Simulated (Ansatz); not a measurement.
Relaxation of ClFH$_{2}$OSi (6 atoms, charge 0, multiplicity 1), to a largest force component of 0.03 eV/Å in at most 50 steps.

The calculation used RKS BLYP/cc-pVDZ (Ansatz).

```xyz
6
Properties=species:S:1:pos:R:3
Si -0.302 -0.548 0.625
F 0.407 1.450 -1.456
O 0.243 -1.359 -0.600
H 0.565 0.581 -1.726
H -1.704 -0.077 0.834
Cl 0.792 -0.047 2.323
```

Problem. Where does it end, and by what steps?

Solution. The forces met the threshold. After 22 steps the energy has fallen by 2.763 eV; H4 moved furthest, 1.61 Å. Parted: F2–H4. Joined: Si1–F2, O3–H4.

| step | energy less start (eV) | largest force component (eV/Å) | accepted |
| --- | --- | --- | --- |
| 0 | 0.0000 | 1.382 | yes |
| 1 | -0.1103 | 0.524 | yes |
| 2 | -0.2100 | 0.439 | yes |
| 3 | -0.2799 | 0.684 | yes |
| 4 | -0.3089 | 0.366 | yes |
| 5 | -0.4914 | 2.053 | yes |
| 6 | -0.9058 | 2.611 | yes |
| 7 | -1.5736 | 2.539 | yes |
| 8 | -1.9889 | 3.606 | yes |
| 9 | -2.4143 | 1.039 | yes |
| 10 | -2.6341 | 0.585 | yes |
| 11 | -2.6839 | 0.630 | yes |
| 12 | -2.6829 | 0.825 | no |
| 13 | -2.7145 | 0.365 | yes |
| 14 | -2.7334 | 0.186 | yes |
| 15 | -2.7466 | 0.190 | yes |
| 16 | -2.5667 | 3.255 | no |
| 17 | -2.7587 | 0.127 | yes |
| 18 | -2.7611 | 0.081 | yes |
| 19 | -2.7614 | 0.081 | yes |
| 20 | -2.7625 | 0.076 | yes |
| 21 | -2.7626 | 0.053 | yes |
| 22 | -2.7627 | 0.005 | yes |

```xyz
6
Properties=species:S:1:pos:R:3
Si -0.288 0.178 0.206
F -0.144 1.744 -0.306
O 0.070 -0.896 -1.029
H 1.005 -0.917 -1.316
H -1.686 -0.085 0.626
Cl 1.042 -0.024 1.818
```

The run took 24 s on 2 threads of Arm Neoverse V2, on a shared host, peak memory 0.15 GiB.
